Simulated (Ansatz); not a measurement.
Calculated with Ansatz (gas phase, PBE0-D4/def2-TZVP geometries, no zero-point term in ΔE). CCSD(T)/CBS is the MP2 limit (def2-TZVPP, def2-QZVPP) plus CCSD(T) − MP2 in def2-TZVPP, frozen cores. This one scheme is used for every species. Functionals use def2-TZVPP. B3LYP here is the variant with VWN-RPA as its local correlation; programs differ in this. Each species was taken in one conformer, which may not be the lowest.

Consider the cleavage of the Si–B bond: `O[SiH2]B(O)F` + `O[SiH](F)F` → `O[SiH2]O[SiH](F)F` + `OBF`.

| level | ΔE (kJ/mol) | difference from CCSD(T)/CBS |
| --- | --- | --- |
| PBE-D4 | -135.3 | 25.2 |
| r2SCAN-D4 | -154.9 | 5.6 |
| PBE0-D4 | -145.4 | 15.1 |
| B3LYP-D4 | -159.2 | 1.3 |
| ωB97X-V | -154.1 | 6.4 |
| ωB97M-V | -159.1 | 1.4 |
| B2PLYP | -162.2 | -1.7 |
| PBE | -133.7 | 26.8 |
| r2SCAN | -154.3 | 6.2 |
| PBE0 | -143.8 | 16.7 |
| B3LYP | -156.7 | 3.8 |
| HF/def2-TZVPP | -183.2 | -22.7 |
| MP2/def2-TZVPP | -166.7 | -6.2 |
| SCS-MP2/def2-TZVPP | -168.6 | -8.1 |
| CCSD/def2-TZVPP | -162.9 | -2.4 |
| CCSD(T)/def2-TZVPP | -159.7 | 0.8 |
| HF/def2-QZVPP | -186.4 | -25.9 |
| MP2/def2-QZVPP | -168.3 | -7.8 |
| SCS-MP2/def2-QZVPP | -170.1 | -9.6 |
| HF/CBS(def2) | -186.9 | -26.4 |
| MP2/CBS(def2) | -167.5 | -7.0 |
| CCSD/CBS(def2) | -163.6 | -3.1 |
| CCSD(T)/CBS | -160.5 | 0 |

Largest T1 diagnostic among the species: 0.013.

In def2-TZVPP, CCSD(T) changes the Hartree–Fock value by +23.5 kJ/mol (the triples alone add +3.2 kJ/mol) and MP2 by +16.5 kJ/mol. From PBE to PBE0 (25 % exact exchange), in def2-TZVPP and without D4, ΔE moves by −10.1 kJ/mol.
